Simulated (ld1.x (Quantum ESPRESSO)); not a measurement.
Results of a calculation; reference values are marked as such.
**Potentials for phosphorus (P) compared**

Generated with ld1.x 7.5 (TM, RRKJ, ultrasoft, PAW), atompaw 4.2 or ONCVPSP 4.0.1. The cutoff is in Ry: for ld1.x and atompaw files where the sum of valence levels is converged to 10 mRy in a Bessel basis, for ONCV files where the hardest occupied wave has 1 mHa per electron of residual kinetic energy. The error is the largest all-electron minus pseudo excitation energy over each file’s own four to seven test configurations (ionisations up to +4, promotions, holes and added fractions of an electron), all of which were solved. The labels leave out finer settings (local radius, basis sizes, second energies), which also bear on the numbers. Spin-polarised tests are not counted. The rows are a selection from randomly drawn settings: files with unsolved tests, undetermined cutoffs or missed reference levels are left out.

```csv
potential,cutoff (Ry),largest error (meV),bound ghosts
"ultrasoft, PBE, fully relativistic, rc 1.48/1.95 (sp), local smoothed, core correction no, reference 3s2 3p2.75",15,+131,none
"PAW, LDA (PZ), non-relativistic, rc 1.90/2.20 (sp), local smoothed, core correction yes, reference 3s1.5 3p3.5",12,-145,none
"TM, PBE, scalar-relativistic, rc 1.35/1.50 (sp), local smoothed, core correction yes, reference 3s1 3p4",18,+146,none
"RRKJ, Wu–Cohen, scalar-relativistic, rc 1.70/1.25/1.80 (spd), local s, core correction yes, reference 3s2 3p3",70,+100,none
```

(1) Fill in the row for P: PAW, PBEsol, non-relativistic, rc 1.65/1.60/1.95 (spd), local smoothed, core correction yes, reference 3s2 3p3.

(2) Fill in the row for P: TM, PBE, scalar-relativistic, rc 1.20/1.75 (sp), local smoothed, core correction yes, reference 3s2 3p2.5.

Results:

(1) cutoff 12 Ry, largest error -141 meV, bound ghosts: none.

(2) cutoff 50 Ry, largest error +183 meV, bound ghosts: none.
